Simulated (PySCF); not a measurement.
Radial density of V⁺ (vanadium, charge +1)

UHF, [Ar] 3d4, high-spin 5D determinant. Calculation: PySCF 2.14, in x2c-TZVPall (6s5p4d1f, 48 functions); scalar relativity by spin-free X2C-1e.

| r (bohr) | 4πr²ρ (e/bohr) | 4πr²(ρα − ρβ) |
| --- | --- | --- |
| 0.00125 | 0.2030 | 0.0000 |
| 0.00210 | 0.5185 | 0.0000 |
| 0.00354 | 1.305 | -0.0001 |
| 0.00595 | 3.158 | -0.0003 |
| 0.0100 | 7.120 | -0.0006 |
| 0.0168 | 14.22 | -0.0011 |
| 0.0283 | 23.24 | -0.0017 |
| 0.0477 | 27.44 | -0.0019 |
| 0.0802 | 22.32 | -0.0021 |
| 0.135 | 22.89 | 0.0101 |
| 0.227 | 29.61 | 0.1472 |
| 0.381 | 14.81 | 0.7850 |
| 0.642 | 10.17 | 2.0389 |
| 1.08 | 9.949 | 2.4889 |
| 1.82 | 2.475 | 1.3355 |
| 3.05 | 0.2977 | 0.2773 |
| 5.14 | 0.01096 | 0.0109 |
| 8.64 | 6.280e-05 | 0.0001 |

Densities and radii are taken from the X2C orbitals without a picture-change correction, which distorts them close to the nucleus.

(1) Where is the radial spin density 4πr²(ρα − ρβ) most negative, and why is it negative at all?

## Answers

(1) Around r = 0.0802 bohr, down to -0.0021 e/bohr: exchange with the open shell polarises the paired shells in an unrestricted calculation.
